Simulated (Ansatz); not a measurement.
## Counterpoise correction, worked out

The pair of Li⁺ (SMILES [Li+], atom 1) and C2H6 (SMILES CC, atoms 2–9), both closed shells, in one local arrangement (a lower one may exist), relaxed at PBE0-D4/def2-TZVP:

Li1  (-0.006, 0.088, -1.882)
C2  (-0.721, 0.220, 0.336)
C3  (0.717, -0.239, 0.088)
H4  (-0.734, 1.127, 0.941)
H5  (-1.337, 0.465, -0.551)
H6  (-1.284, -0.551, 0.861)
H7  (0.798, -1.193, -0.458)
H8  (1.206, -0.444, 1.040)
H9  (1.361, 0.526, -0.377)
(Å)

Computed with Ansatz 0.2.0 (basis: def2-TZVPPD); correlated methods freeze the cores. The outer core shell of Li, Na, Mg and K is correlated.

CCSD(T) total energies in eV:

| system | geometry | basis functions | energy |
| --- | --- | --- | --- |
| pair | pair | all | -2366.63416 |
| Li⁺ | as in the pair | all (partner as ghosts) | -197.85027 |
| C2H6 | as in the pair | all (partner as ghosts) | -2168.05491 |
| Li⁺ | as in the pair | its own | -197.84251 |
| C2H6 | as in the pair | its own | -2168.04840 |
| Li⁺ | free (PBE0-D4 minimum) | its own | -197.84251 |
| C2H6 | free (PBE0-D4 minimum) | its own | -2168.11942 |

Question: Work out the interaction energy with and without the counterpoise correction, the superposition error, and the binding energy from the relaxed fragments.

Answer: Without correction: -2366.63416 − (-197.84251) − (-2168.04840) = -0.74325 eV.
With correction (each fragment in the whole basis): -2366.63416 − (-197.85027) − (-2168.05491) = -0.72898 eV = -16.81 kcal/mol.
The superposition error is the difference, 0.01427 eV, 2 % of the uncorrected value: each fragment borrows its partner's functions.
Deformation from the free shapes: 0.00000 eV for Li⁺ and 0.07102 eV for C2H6.
Binding energy from relaxed fragments: -0.72898 + 0.00000 + 0.07102 = -0.65796 eV = -15.17 kcal/mol (electronic, without zero-point energy; negative means bound). For comparison, the corrected interaction energy by CCSD(T) at an estimated basis limit (MP2 extrapolated from triple and quadruple zeta, plus CCSD(T) − MP2 in triple zeta) is -0.765 eV; triple zeta with the correction binds less.

The T1 diagnostic stays at or below 0.008.

For scale, one of the runs: CCSD(T)/def2-TZVPPD, 198 basis functions, launched by `ansatz run in.yaml --threads 2 --pin off --events-out ev --progress --plain --max-ram 5222MiB`. Hardware: 2 CPU threads, shared host. Wall time 14 s; peak host memory 2.6 GiB.
